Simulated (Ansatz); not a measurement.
Reaction (ligand exchange at a B–C bond): `BCC(Cl)Br` + `O=[C](O)[GeH3]` → `BO[C](=O)[GeH3]` + `CC(Cl)Br`

Program: Ansatz. Geometries: PBE0-D4/def2-TZVP. ΔE: electronic, gas phase. CCSD(T)/CBS adds triple-zeta CCSD(T) − MP2 to the extrapolated MP2 energy (def2 sets, frozen cores). DFT in def2-TZVPP. B3LYP here is the variant with VWN-RPA as its local correlation; programs differ in this. For Br, Ge outer-core shells are correlated without core-valence functions, which leaves a few kJ/mol of doubt a bond. Scalar relativity is left out up to krypton. One conformer a species, not always the lowest.

| level | ΔE (kJ/mol) | difference from CCSD(T)/CBS |
| --- | --- | --- |
| PBE-D4 | -98.2 | 8.7 |
| ωB97M-V | -103.9 | 3.0 |
| PBE | -99.3 | 7.6 |
| B3LYP | -109.8 | -2.9 |
| SCS-MP2/def2-TZVPP | -109.9 | -3.0 |
| CCSD/def2-TZVPP | -108.3 | -1.4 |
| HF/def2-QZVPP | -116.4 | -9.5 |
| SCS-MP2/def2-QZVPP | -109.5 | -2.6 |
| HF/CBS(def2) | -116.5 | -9.6 |
| CCSD/CBS(def2) | -107.1 | -0.2 |
| CCSD(T)/CBS | -106.9 | 0 |

Largest T1 diagnostic among the species: 0.015.

In def2-TZVPP, CCSD(T) changes the Hartree–Fock value by +7.3 kJ/mol (the triples alone add +0.2 kJ/mol) and MP2 by +8.8 kJ/mol.
